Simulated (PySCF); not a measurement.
AlClGeH4, SMILES [Cl][AlH][GeH3]. Coordinates come from a PBE0-D3(BJ)/def2-SVP optimisation.

Computed equilibrium geometry at PBE0-D3(BJ)/def2-SVP (PySCF confirms it by a frequency run) as Cartesian coordinates in Å, and its point group:
point group Cs.
```xyz
7

Al    -0.8586     0.7885     0.0000
Cl     0.4646     2.4356     0.0000
Ge     0.1415    -1.4648     0.0000
H     -0.9270    -2.5766     0.0000
H      1.0335    -1.6722    -1.2410
H      1.0335    -1.6722     1.2410
H     -2.4031     1.1380     0.0000
```
